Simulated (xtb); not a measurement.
diglyme (C6H14O3), singlet, geometry from GFN2-xTB; GFN0-xTB run with xtb 6.7.1.

xtb was given this input:
```
$ xtb coord --gfn 0 --json

# file coord
$coord
     -8.1639621869       0.1959637298      -0.5285224576  c
     -6.2878619136       1.6631720185       0.6544778060  o
     -3.8409835649       1.3741089091      -0.3423548034  c
     -2.5817170729      -1.1405586022       0.4102360524  c
     -0.1496077654      -1.4508926767      -0.6209081442  o
      1.7465421809       0.0612027679       0.4863775021  c
      4.3039693000      -0.9368999454      -0.3931415898  c
      6.2095137551       0.5977132301       0.6481870212  o
      8.6502729817      -0.1605718996      -0.0704562843  c
     -9.9612927416       0.8530073871       0.2257845341  h
     -7.9554858245      -1.8211086195      -0.1160399744  h
     -8.1392329474       0.4679064686      -2.5823914217  h
     -3.8642454699       1.5244763822      -2.4157647829  h
     -2.7599209488       2.9544145851       0.4316377865  h
     -3.6739587797      -2.7253016953      -0.3394252744  h
     -2.5308839315      -1.2774565799       2.4835574982  h
      1.6426246673      -0.0334485681       2.5578737748  h
      1.5709015295       2.0474757183      -0.0853124985  h
      4.3766119218      -0.8970962472      -2.4704235237  h
      4.5304610641      -2.9108873328       0.2193451033  h
      8.8912064107      -0.0701007701      -2.1275905440  h
      9.9584534092       1.1429911144       0.8328223720  h
      9.0536797906      -2.0942817400       0.5590432541  h
$end
```

### Question
Predict the main parts of the log of this xtb run.

### Answer

```
   ID    Z sym.   atoms
    1    6 c      1, 3, 4, 6, 7, 9
    2    8 o      2, 5, 8
    3    1 h      10-23

           -------------------------------------------------
          |                Calculation Setup                |
           -------------------------------------------------

           -------------------------------------------------
          |                 G F N 0 - x T B                 |
           -------------------------------------------------

          ...................................................
          :                      SETUP                      :
          :.................................................:
          :  # basis functions                  64          :
          :  # atomic orbitals                  64          :
          :  # shells                           46          :
          :  # electrons                        56          :
          :  electronic temp.          300.0000000     K    :
          :  accuracy                    1.0000000          :
          :  -> integral cutoff          0.2500000E+02      :
          :  -> integral neglect         0.1000000E-07      :
          ...................................................

         :::::::::::::::::::::::::::::::::::::::::::::::::::::
         ::                     SUMMARY                     ::
         :::::::::::::::::::::::::::::::::::::::::::::::::::::
         :: total energy             -30.241227098228 Eh    ::
         :: gradient norm              0.029071794169 Eh/a0 ::
         :: HOMO-LUMO gap              6.417602634789 eV    ::
         ::.................................................::
         :: H0 energy                -30.412919624918 Eh    ::
         :: repulsion energy           0.317840908230 Eh    ::
         :: electrostat energy        -0.064229000513 Eh    ::
         :: -> Gsolv                   0.000000000000 Eh    ::
         ::    -> Gsasa                0.000000000000 Eh    ::
         ::    -> Gshift               0.000000000000 Eh    ::
         :: dispersion energy         -0.006594484814 Eh    ::
         :: short-range corr.         -0.075324896213 Eh    ::
         :: add. restraining           0.000000000000 Eh    ::
         :: total charge              -0.000000000000 e     ::
         :::::::::::::::::::::::::::::::::::::::::::::::::::::

           -------------------------------------------------
          |                Property Printout                |
[...]
 Mol. C8AA /au·bohr⁸  :      80771.977388
 Mol. α(0) /au        :         91.166210

Wiberg/Mayer (AO) data.
largest (>0.10) Wiberg bond orders for each atom

 ---------------------------------------------------------------------------
     #   Z sym  total        # sym  WBO       # sym  WBO       # sym  WBO
 ---------------------------------------------------------------------------
     1   6 c    3.952 --     2 o    0.997    10 h    0.981    11 h    0.978
                            12 h    0.978
     2   8 o    2.102 --     1 c    0.997     3 c    0.990
     3   6 c    3.957 --     2 o    0.990     4 c    0.987    14 h    0.972
                            13 h    0.969
     4   6 c    3.955 --     5 o    0.987     3 c    0.987    15 h    0.971
                            16 h    0.969
     5   8 o    2.097 --     4 c    0.987     6 c    0.985
     6   6 c    3.959 --     7 c    1.003     5 o    0.985    18 h    0.970
                            17 h    0.970
     7   6 c    3.959 --     6 c    1.003     8 o    0.988    20 h    0.970
                            19 h    0.969
     8   8 o    2.085 --     9 c    0.996     7 c    0.988
     9   6 c    3.951 --     8 o    0.996    22 h    0.981    23 h    0.978
                            21 h    0.978
    10   1 h    1.003 --     1 c    0.981
    11   1 h    0.992 --     1 c    0.978
    12   1 h    0.985 --     1 c    0.978
    13   1 h    0.987 --     3 c    0.969
    14   1 h    1.001 --     3 c    0.972
    15   1 h    1.001 --     4 c    0.971
    16   1 h    0.988 --     4 c    0.969
    17   1 h    0.988 --     6 c    0.970
    18   1 h    0.997 --     6 c    0.970
    19   1 h    0.992 --     7 c    0.969
    20   1 h    0.992 --     7 c    0.970
    21   1 h    0.988 --     9 c    0.978
    22   1 h    1.002 --     9 c    0.981
    23   1 h    0.988 --     9 c    0.978
 ---------------------------------------------------------------------------

Topologies differ in total number of bonds
Writing topology from bond orders to xtbtopo.mol

 dipole moment from electron density (au)
     X       Y       Z
   0.0872  -0.3620  -0.2917  total (Debye):    1.202

           -------------------------------------------------
          | TOTAL ENERGY              -30.241227098228 Eh   |
          | GRADIENT NORM               0.029071794169 Eh/α |
          | HOMO-LUMO GAP               6.417602634789 eV   |
           -------------------------------------------------

normal termination of xtb
```
